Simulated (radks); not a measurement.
Bi, 83 electrons, occupied as [Xe] 4f14 5d9 6s2 6p4 (not the ground configuration). Calculated with a radial shooting solver on a logarithmic mesh with Libxc functionals: Dirac Kohn-Sham, PBE, spin-unpolarised, spherical densities, finite nucleus; open shells fill j = l - 1/2 first; Fermi nuclear charge, rms radius 5.5211 fm.

Spin-orbit splittings of the eigenvalues, e(l+1/2) - e(l-1/2), with zeta = 2 splitting/(2l+1) and mean radii in bohr:

| shell | occ. | splitting (eV) | zeta (eV) | <r> j=l-1/2 | <r> j=l+1/2 |
|---|---|---|---|---|---|
| 2p | 6 | 2319 | 1546 | 0.05389 | 0.06293 |
| 3p | 6 | 519.3 | 346.2 | 0.1615 | 0.1780 |
| 3d | 10 | 110.1 | 44.05 | 0.1545 | 0.1595 |
| 4p | 6 | 128.0 | 85.32 | 0.3777 | 0.4124 |
| 4d | 10 | 23.89 | 9.558 | 0.4160 | 0.4271 |
| 4f | 14 | 5.494 | 1.570 | 0.4378 | 0.4440 |
| 5p | 6 | 24.89 | 16.60 | 0.8822 | 0.9697 |
| 5d | 9 | ? | ? | 1.189 | 1.229 |
| 6p | 4 | 2.236 | 1.491 | 2.612 | 3.020 |

Estimate the 5d splitting.

Answer. 3.126 eV (zeta = 1.250 eV).
